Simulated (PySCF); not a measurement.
Geometry:
```csv
atom,x (Å),y (Å),z (Å)
C1,-2.939,1.744,0.433
C2,-2.649,0.438,0.476
C3,-1.354,-0.201,0.207
C4,-1.244,-1.594,0.324
C5,-0.033,-2.234,0.076
C6,1.088,-1.495,-0.293
C7,1.009,-0.101,-0.420
C8,2.228,0.713,-0.768
C9,2.998,1.172,0.467
C10,-0.211,0.524,-0.167
H11,-3.946,2.103,0.655
H12,-2.194,2.503,0.179
H13,-3.452,-0.259,0.742
H14,-2.122,-2.177,0.611
H15,0.037,-3.321,0.167
H16,2.036,-2.001,-0.491
H17,1.924,1.591,-1.360
H18,2.891,0.118,-1.417
H19,2.365,1.793,1.119
H20,3.884,1.763,0.189
H21,3.337,0.311,1.064
H22,-0.274,1.610,-0.271
```

[PySCF 2.14.0 with density-fitted response routines: NMR shieldings at HF/pcSseg-1/GIAO; geometry: PBE0-D3(BJ)/def2-SVP; rapidly exchanging positions averaged; non-relativistic Hamiltonian; a single conformation; in vacuum]

Question: List the cross peaks expected in HSQC, COSY and HMBC spectra.

Answer: 

HSQC (one-bond C–H):
| δH | δC |
| --- | --- |
| 7.90 (H22) | 130.0 (C10) |
| 7.44 (H15) | 136.6 (C5) |
| 7.22 (H16) | 135.2 (C6) |
| 7.08 (H14) | 134.1 (C4) |
| 6.62 (H13) | 144.1 (C2) |
| 6.24 (H12) | 119.1 (C1) |
| 5.54 (H11) | 119.1 (C1) |
| 2.38 (H17/H18) | 29.2 (C8) |
| 1.22 (H19/H20/H21) | 21.3 (C9) |

COSY cross peaks (H two or three bonds apart, from the bond graph; peaks can be absent where the dihedral angle is near 90°):
| δH | δH |
| --- | --- |
| 7.44 (H15) | 7.22 (H16) |
| 7.44 (H15) | 7.08 (H14) |
| 6.62 (H13) | 6.24 (H12) |
| 6.62 (H13) | 5.54 (H11) |
| 6.24 (H12) | 5.54 (H11) |
| 2.38 (H17/H18) | 1.22 (H19/H20/H21) |

HMBC (two and three bonds, from the bond graph):
| δH | δC |
| --- | --- |
| 7.90 (H22) | 152.6 (C7), 144.1 (C2), 143.4 (C3), 135.2 (C6), 134.1 (C4), 29.2 (C8) |
| 7.44 (H15) | 152.6 (C7), 143.4 (C3), 135.2 (C6), 134.1 (C4) |
| 7.22 (H16) | 152.6 (C7), 136.6 (C5), 134.1 (C4), 130.0 (C10), 29.2 (C8) |
| 7.08 (H14) | 144.1 (C2), 143.4 (C3), 136.6 (C5), 135.2 (C6), 130.0 (C10) |
| 6.62 (H13) | 143.4 (C3), 134.1 (C4), 130.0 (C10), 119.1 (C1) |
| 6.24 (H12) | 144.1 (C2), 143.4 (C3) |
| 5.54 (H11) | 144.1 (C2), 143.4 (C3) |
| 2.38 (H17/H18) | 152.6 (C7), 135.2 (C6), 130.0 (C10), 21.3 (C9) |
| 1.22 (H19/H20/H21) | 152.6 (C7), 29.2 (C8) |

References, each an isolated molecule treated in the same way: 1H (σref 31.69), 13C (σref 190.85) vs TMS.

Short H···H contacts in this conformer between protons four or more bonds apart (candidates for NOE cross peaks, intensity ∝ r⁻⁶): H12···H22 2.16 Å, H13···H14 2.34 Å, H17···H22 2.45 Å, H16···H18 2.46 Å.

Shifts are as computed. Against solution values, carbons near 30 ppm lie about -0 ppm off and those near 130 ppm about +7 ppm. Of 1211 compounds with measured shifts, 218 miss one by over three times the rms of a fit or turn the order of signals round; such compounds aren't used in these exercises.
